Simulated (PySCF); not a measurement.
Run record: geometry optimisation, `[BH2-][O][SnH3]` [radical].

Computed with PBE0-D3(BJ)/def2-SVP geometry optimisation, gas phase, def2 core potentials past Kr (PySCF 2.14.0). Start geometry: GFN2-xTB. A driver script takes a list of jobs; this job's settings line and coordinates (Å) are shown.

Input:
```
{"job": {"xc": "PBE0", "basis": "def2-SVP", "d3": "d3bj", "grid": 1, "maxiter": 30, "shake": 0.01, "kind": "geom"}, "charge": -1, "multiplicity": 2}
B      1.918450    -0.325960     0.556940
O      0.698750     0.133680     0.318570
Sn    -1.428030     0.240320    -0.384230
H      2.320260    -1.383560     0.205580
H      2.692220     0.379810     1.130340
H     -1.588910     2.432020    -1.218690
H     -1.875350    -1.377200    -2.055430
H     -2.682260    -0.118250     1.549930
```

Task: Estimate the output.

Result: 
```
step   0  E = -317.12001863  max force = 0.029424
step   1  E = -317.13563469  max force = 0.018960
step   2  E = -317.14851759  max force = 0.016806
step   3  E = -317.17014768  max force = 0.028061
step   4  E = -317.17822174  max force = 0.015486
step   5  E = -317.17867464  max force = 0.023231
step   6  E = -317.18940747  max force = 0.008654
step   7  E = -317.18983667  max force = 0.014188
step   8  E = -317.19258805  max force = 0.003293
step   9  E = -317.19292737  max force = 0.006190
step  10  E = -317.19343477  max force = 0.002927
step  11  E = -317.19370986  max force = 0.002481
step  12  E = -317.19376295  max force = 0.001686
step  13  E = -317.19378334  max force = 0.000499
step  14  E = -317.19379562  max force = 0.000513
step  15  E = -317.19383064  max force = 0.002767
step  16  E = -317.19379413  max force = 0.005624
step  17  E = -317.19388827  max force = 0.002739
step  18  E = -317.19391543  max force = 0.001313
step  19  E = -317.19393621  max force = 0.000538
step  20  E = -317.19393946  max force = 0.000386
optimisation converged
```

Energies in Eh; «max force» is the largest Cartesian gradient component in Eh/bohr.

Task: How much energy does the optimisation release, in kcal/mol?

Result: E(step 0) − E(last step) = 0.073921 Eh, which is 46.4 kcal/mol.

In short: final energy -317.19394 Eh after 20 steps.

On Arm Neoverse V1, one thread, no GPU, on a shared host, this took 73 s of wall time and 0.35 GiB of memory at its peak.
Labels such as C1 count atoms from 1, the log's own numbers from 0.
